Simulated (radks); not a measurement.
Values are calculated unless marked as measured or tabulated.
Numerical settings for the tin ion Sn2+, [Kr] 4d10 5s2. Level of theory: Dirac Kohn-Sham, PBE, spin-unpolarised, spherical densities, finite nucleus; Fermi nuclear charge, rms radius 4.6519 fm (a radial shooting solver on a logarithmic mesh with Libxc functionals). The defaults (mesh step 0.008 in ln r, mesh end at 40 bohr or more with all orbitals vanishing there, Anderson mixing 0.5 over 9 steps, residual threshold near 1e-9 with the energy settled to 1e-9 hartree or 1e-11 of itself, here a cap of 85 iterations) give E = -6178.0734 hartree and 5s1/2 at -26.085 eV in 14 iterations. Run on one thread of a shared host, so times are rough (Intel(R) Xeon(R) Platinum 8559C): 0.11 s of CPU time, 0.11 s wall, 14 iterations on 2254 mesh points. Changes against that run (0 stands for a change within the tolerance of the run):

| setting | iterations | converged | E (mhartree) | e(5s1/2) (meV) | CPU (s) |
|---|---|---|---|---|---|
| mesh step in ln r 0.12 | 2 | no | diverged | - | 0.01 |
| mesh step in ln r 0.05 | 14 | yes | +0.0822 | +0.00974 | 0.02 |
| mesh step in ln r 0.2 | 4 | no | diverged | - | 0.02 |
| mesh end (bohr) 3 | 14 | yes | +735 | +1.15e+04 | 0.09 |
| mesh end (bohr) 8 | 14 | yes | +0.0164 | +0.959 | 0.1 |
| residual threshold 1e-16 | 85 | no | 0 | 0 | 0.31 |
| residual threshold 0.01 | 9 | yes | 0 | -0.968 | 0.08 |
| mixing 1.5 | 14 | yes | 0 | 0 | 0.1 |
| linear mixing, mixing 0.2 | 85 | no | 0 | 0 | 0.45 |
| linear mixing, mixing 0.5 | 30 | yes | 0 | 0 | 0.18 |
| mixing history 2 | 17 | yes | 0 | 0 | 0.12 |
| iteration cap 2 | 2 | no | +1.11e+03 | -1.44e+04 | 0.02 |

Settings that end as converged yet miss the energy by more than 1 mhartree: mesh end (bohr) 3 (+0.735 hartree). A mesh that ends early acts as a hard wall.
